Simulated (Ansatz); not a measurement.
Geometry optimisation, RKS PBE0-D4/def2-SVP (Ansatz).

input.yaml

```yaml
crystal:
  periodic: [false, false, false]
  atoms:
    - { symbol: Hf, position_ang: [0.0, 0.0, 0.0] }
    - { symbol: Cl, position_ang: [0.0, 0.0, 2.87] }
    - { symbol: F, position_ang: [1.8671, 0.0, -0.6593] }
    - { symbol: F, position_ang: [-0.9326, 1.6157, -0.6593] }
    - { symbol: F, position_ang: [-0.9326, -1.6157, -0.6593] }
    - { symbol: F, position_ang: [-2.1637, 0.0, 0.7189] }
    - { symbol: H, position_ang: [-1.5793, 0.0, 1.9315] }
basis:
  gaussian: { orbitals: def2-SVP }
hamiltonian:
  xc: pbe0
  dispersion: d4
relax:
  f_tol: 0.15
  max_steps: 25
  restrain:
    - { distance: [0, 5], at: 1.98, k: 30.0 }
    - { distance: [6, 1], at: 1.37, k: 30.0 }
    - { distance: [0, 1], at: 3.72, k: 30.0 }
    - { distance: [6, 5], at: 2.12, k: 30.0 }
output:
  orbitals: {}
```

Command:

```bash
$ ansatz run input.yaml --threads 2 --pin off --max-ram 3072MiB --backend cpu --events-out ev --progress --plain --runs-dir out
```

Q: Where does it end, and by what steps?

A: The forces met the threshold. The restraints hold the end off the free minimum. After 8 steps the energy has fallen by 2.136 eV (the restraints' own energy left out); H7 moved furthest, 1.02 Å. Joined: Cl2–H7 (1.84 → 1.33 Å).

| step | energy less start (eV) | largest force component (eV/Å) | accepted |
| --- | --- | --- | --- |
| 0 | 0.0000 | 3.841 | yes |
| 1 | 0.3263 | 2.907 | yes |
| 2 | 0.2373 | 2.436 | yes |
| 3 | -0.3821 | 1.280 | yes |
| 4 | -1.0755 | 1.367 | yes |
| 5 | -1.5639 | 1.257 | yes |
| 6 | -1.9106 | 1.382 | yes |
| 7 | -2.0941 | 1.204 | yes |
| 8 | -2.1359 | 1.195 | yes |

```xyz
7
Properties=species:S:1:pos:R:3
Hf -0.482 0.000 -0.474
Cl 0.033 0.000 3.208
F 1.329 0.000 0.105
F -0.731 1.550 -1.538
F -0.731 -1.550 -1.538
F -1.894 0.000 0.878
H -1.265 0.000 2.901
```

The run took 30 s on 2 threads of Arm Neoverse V2, with other jobs on the host, peak memory 0.26 GiB.
